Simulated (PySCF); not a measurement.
**Partial charges of phthalan**

Species: phthalan, C8H8O.
Geometry (GFN2-xTB, Å), atoms numbered from 1 in this order:
```xyz
17
C8H8O angstrom
C      2.1959   -0.3418   -0.0982
C      1.9643    1.0176   -0.2372
C      0.6726    1.5248   -0.2198
C     -0.3735    0.6398   -0.0597
C     -0.1411   -0.7229    0.0807
C      1.1419   -1.2301    0.0636
C     -1.4580   -1.4138    0.2468
O     -2.4497   -0.4082    0.0835
C     -1.8494    0.8785    0.0077
H      3.2091   -0.7151   -0.1163
H      2.7993    1.6910   -0.3624
H      0.4911    2.5834   -0.3277
H      1.3199   -2.2894    0.1735
H     -1.5497   -1.8693    1.2444
H     -1.6224   -2.1963   -0.5039
H     -2.1228    1.4690    0.8949
H     -2.2346    1.3947   -0.8799
```

Density: PBE0/pcSseg-1 (PySCF); schemes: Mulliken, IAO, Hirshfeld and ESP-fitted. Isolated species at its GFN2-xTB geometry, gas phase.

Problem. Atoms with like bonding are taken together and averaged. For which atoms does the sign change between the 4 schemes (beyond +0.03 e in one, beyond −0.03 e in another)?

Solution. C4/C5 and C7/C9. Atomic charges aren't observables, and each scheme defines them in its own way.

Problem. At which atom do the 4 schemes differ most?

Solution. At O8: from -0.550 (Mulliken) to -0.160 e (Hirshfeld), 0.390 e apart.

Problem. Which atoms carry the lowest charge in the Mulliken, IAO, Hirshfeld and ESP-fitted schemes?

Solution. All schemes agree: Mulliken O8 (-0.550); IAO O8 (-0.408); Hirshfeld O8 (-0.160); ESP-fitted O8 (-0.431).

Problem. Tabulate the Mulliken, IAO, Hirshfeld and ESP-fitted charges.

Solution. In e; atoms taken as equivalent share a row and are averaged (×n: the atom named and its like, n in all):

```tsv
atom	environment	Mulliken	IAO	Hirshfeld	ESP-fitted
C1/C2	aromatic CH carbon	-0.076	-0.153	-0.051	-0.138
C3/C6	aromatic CH carbon	-0.042	-0.160	-0.050	-0.280
C4/C5	substituted aromatic carbon	-0.295	-0.016	-0.007	+0.086
C7/C9	sp3 carbon bound to oxygen	+0.282	-0.060	+0.002	+0.121
O8	cyclic ether oxygen	-0.550	-0.408	-0.160	-0.431
H10/H11	aromatic hydrogen	+0.091	+0.154	+0.050	+0.149
H12/H13	aromatic hydrogen	+0.066	+0.153	+0.052	+0.168
H14/H15/H16/H17	methylene hydrogen	+0.124	+0.143	+0.042	+0.054
```

Mean size of the charges over all atoms: Mulliken 0.162 e, ESP-fitted 0.149 e, IAO 0.140 e, Hirshfeld 0.044 e. Each set sums to the total charge, 0, to within 0.001 e. The Mulliken scheme gives each basis function's population to the atom it is centred on and halves the overlap population of two atoms between them. The ESP scheme fits charges at the nuclei, held to the total charge, to the electrostatic potential on points at 1.4 to 2.0 times the van der Waals radii.

Problem. Sum the charges by element, for elements with more than one atom.

Solution. 
| element | atoms | Mulliken | IAO | Hirshfeld | ESP-fitted |
| --- | --- | --- | --- | --- | --- |
| C | 8 | -0.262 | -0.778 | -0.212 | -0.421 |
| H | 8 | +0.811 | +1.186 | +0.372 | +0.852 |

Problem. How many electrons does the Hirshfeld scheme count on C1?

Solution. Its own charge is -0.051 e, so Z − q = 6.051.

Problem. How closely do the schemes follow one another over all atoms?

Solution. Correlation coefficient and root-mean-square difference: IAO with Hirshfeld 0.98, 0.108 e; Hirshfeld with ESP-fitted 0.90, 0.130 e; IAO with ESP-fitted 0.85, 0.094 e; Mulliken with Hirshfeld 0.71, 0.173 e; Mulliken with IAO 0.62, 0.167 e; Mulliken with ESP-fitted 0.60, 0.176 e.
